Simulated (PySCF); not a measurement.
## Tin: a sound run and one with changed settings

Sound run: Sn⁺ [Kr] 4d10 5s2 5p1, Sn²⁺ [Kr] 4d10 5s2. Computed with PySCF 2.14 in def2-TZVP with the def2 core potential (28 electrons) (6s5p3d2f, 50 functions), with a scalar-relativistic core potential. The sound run starts from symmetry-adapted Hartree-Fock orbitals and uses a fine grid where one is needed.

Changed run: basis STO-3G, all-electron and non-relativistic. This setting is unsound on purpose.

```csv
species,method,sound run (hartree),changed run (hartree),converged
Sn⁺,UHF,-213.08803,-5963.08043,yes
Sn⁺,r2SCAN,-214.05913,-5965.20303,yes
Sn⁺,LDA,-213.63803,-5959.27601,yes
Sn²⁺,UHF,-212.58271,-5962.65016,yes
Sn²⁺,r2SCAN,-213.53086,-5964.73952,yes
Sn²⁺,LDA,-213.10876,-5958.80899,yes
```

Ionisation energy of Sn⁺:

| method | sound run (eV) | changed run (eV) |
| --- | --- | --- |
| UHF | 13.750 | 11.708 |
| r2SCAN | 14.375 | 12.613 |
| LDA | 14.402 | 12.708 |

A minimal basis cannot let orbitals breathe on ionisation and holds almost no correlation. The Hamiltonian changed with the basis, so the totals do not compare.

For comparison, NIST gives 14.633 eV between the lowest levels.
